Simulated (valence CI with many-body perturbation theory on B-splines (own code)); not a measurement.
# Hg⁷⁺: calculated level list

Method: configuration interaction combined with many-body perturbation theory (CI+MBPT): five valence electrons over a frozen Dirac-Fock core [Xe] 4f14, radial functions for each j: 7 s, 7 p, 8 d, 6 f, 4 g, 1 h, with the one-electron correlation potential Σ1, the two-electron term Σ2, the three-electron term Σ3, Breit, model QED; selected CI, second order for the rest, scaled by the run's own slope (own B-spline code, finite nucleus).

No measured levels were compared; by estimate terms of the open shell hold to 2 to 4 % of their energy, and close levels can change places; different configurations can be misplaced against each other by 1,000 to 8,000 cm⁻¹. Among the levels kept, up to 1200 cm⁻¹ of a level comes from second order outside the variational space, and about a tenth of that is noise between levels of different J, which matters for small intervals. The list stops below the first excitations out of the core.

Levels 91 to 135 of 138, with energies above the lowest level, (5d3/2^3 5d5/2^2) J=5/2 [a]. "Leading %" is the weight of the configuration and term that name the level; weights of strongly mixed levels are sums over their largest components and can fall short. In the jj column 3d3/2^4 stands for four electrons in 3d with j = 3/2. Lifetimes count E1, E2, E3, M1 and M2 decay at the calculated energies, and are blank where another channel may lead or the interval is too uncertain; long ones can be off by a factor of two.

```csv
No.,Configuration,Term,J,E (eV),Leading %,Leading jj,Lifetime
91,5d⁴6s,⁴P,1/2,35.058,71,5d3/2 5d5/2^3 6s (47 %),13.3 μs
92,5d⁴6p,⁴D°,1/2,35.331,31,5d3/2^4 6p1/2 (85 %),525 ps
93,5d⁴6s,²G,7/2,35.365,70,5d3/2 5d5/2^3 6s (48 %),12.7 μs
94,5d⁴6s,²G,9/2,35.560,73,5d3/2 5d5/2^3 6s (83 %),13.3 μs
95,5d⁴6s,²P,3/2,35.609,51,5d3/2 5d5/2^3 6s (44 %),11.1 μs
96,5d⁴6s,²F,5/2,35.726,67,5d3/2 5d5/2^3 6s (63 %),10.2 μs
97,5d⁴6s,²F,7/2,36.242,64,5d3/2 5d5/2^3 6s (53 %),10.0 μs
98,5d⁴6s,²P,1/2,36.281,81,5d3/2 5d5/2^3 6s (46 %),10.0 μs
99,5d⁴6p,⁴P°,1/2,36.598,37,5d3/2^3 5d5/2 6p1/2 (90 %),469 ps
100,5d⁴6p,⁶F°,3/2,36.892,61,5d3/2^3 5d5/2 6p1/2 (83 %),330 ps
101,5d⁴6p,⁶F°,5/2,37.813,57,5d3/2^3 5d5/2 6p1/2 (51 %),369 ps
102,5d⁴6p,⁴P°,3/2,37.900,37,5d3/2^2 5d5/2^2 6p1/2 (47 %),127 ps
103,5d⁴6s,²D,5/2,37.933,81,5d3/2 5d5/2^3 6s (41 %),11.1 μs
104,5d⁴6s,²D,3/2,37.935,85,5d3/2 5d5/2^3 6s (40 %),10.8 μs
105,5d⁴6p,⁶F°,7/2,38.346,32,5d3/2^3 5d5/2 6p1/2 (58 %),371 ps
106,5d⁴6p,⁴F°,9/2,38.496,23,5d3/2^3 5d5/2 6p1/2 (82 %),469 ps
107,5d⁴6p,⁶P°,5/2,38.762,27,5d3/2^3 5d5/2 6p1/2 (45 %),70.1 ps
108,5d⁴6p,⁴D°,7/2,38.969,26,5d3/2^3 5d5/2 6p1/2 (71 %),66.2 ps
109,5d⁴6p,⁶F°,1/2,39.888,31,5d3/2^2 5d5/2^2 6p1/2 (78 %),228 ps
110,5d⁴6p,⁴H°,7/2,40.082,33,5d3/2^2 5d5/2^2 6p1/2 (67 %),126 ps
111,5d⁴6p,⁴I°,9/2,40.163,34,5d3/2^2 5d5/2^2 6p1/2 (78 %),248 ps
112,5d⁴6p,⁶P°,3/2,40.237,22,5d3/2^4 6p3/2 (65 %),62.0 ps
113,5d⁴6p,⁴G°,5/2,40.370,36,5d3/2^2 5d5/2^2 6p1/2 (52 %),271 ps
114,5d⁴6p,²D°,3/2,40.593,26,5d3/2^2 5d5/2^2 6p1/2 (45 %),104 ps
115,5d⁴6p,⁴H°,7/2,40.744,34,5d3/2^2 5d5/2^2 6p1/2 (66 %),115 ps
116,5d⁴6p,⁴I°,11/2,40.990,37,5d3/2^2 5d5/2^2 6p1/2 (95 %),266 ps
117,5d⁴6p,²F°,5/2,41.141,22,5d3/2^2 5d5/2^2 6p1/2 (41 %),75.2 ps
118,5d⁴6p,⁴D°,3/2,41.245,40,5d3/2^2 5d5/2^2 6p1/2 (67 %),142 ps
119,5d⁴6s,²S,1/2,41.318,82,5d5/2^4 6s (53 %),9.34 μs
120,5d⁴6p,⁴H°,9/2,41.344,29,5d3/2^2 5d5/2^2 6p1/2 (90 %),95.9 ps
121,5d⁴6p,⁶D°,1/2,41.449,29,5d3/2^2 5d5/2^2 6p1/2 (64 %),190 ps
122,5d⁴6p,²I°,13/2,41.501,35,5d3/2^2 5d5/2^2 6p1/2 (92 %),233 ps
123,5d⁴6p,⁶P°,5/2,41.614,23,5d3/2^3 5d5/2 6p3/2 (57 %),64.5 ps
124,5d⁴6p,⁴F°,3/2,41.820,32,5d3/2^3 5d5/2 6p3/2 (63 %),33.2 ps
125,5d⁴6p,⁴F°,5/2,41.981,32,5d3/2^2 5d5/2^2 6p1/2 (76 %),121 ps
126,5d⁴6p,⁴H°,9/2,41.999,32,5d3/2^2 5d5/2^2 6p1/2 (84 %),140 ps
127,5d⁴6p,⁴G°,11/2,42.052,38,5d3/2^2 5d5/2^2 6p1/2 (89 %),58.4 ps
128,5d⁴6p,²F°,7/2,42.118,27,5d3/2^2 5d5/2^2 6p1/2 (62 %),152 ps
129,5d⁴6p,⁴P°,3/2,42.269,18,5d3/2^2 5d5/2^2 6p1/2 (64 %),123 ps
130,5d⁴6p,⁴P°,1/2,42.293,61,5d3/2^3 5d5/2 6p3/2 (64 %),36.1 ps
131,5d⁴6p,⁴F°,7/2,42.374,27,5d3/2^2 5d5/2^2 6p1/2 (47 %),113 ps
132,5d⁴6p,²F°,7/2,42.496,20,5d3/2^2 5d5/2^2 6p1/2 (50 %),64.0 ps
133,5d⁴6p,⁴F°,5/2,42.612,28,5d3/2^2 5d5/2^2 6p1/2 (40 %),64.2 ps
134,5d⁴6p,⁶F°,9/2,42.792,48,5d3/2^2 5d5/2^2 6p3/2 (32 %),151 ps
135,5d⁴6p,⁴F°,5/2,42.830,33,5d3/2^3 5d5/2 6p3/2 (34 %),43.4 ps
```

Where two levels of one J and parity lie close, their mixing, g and order are uncertain.
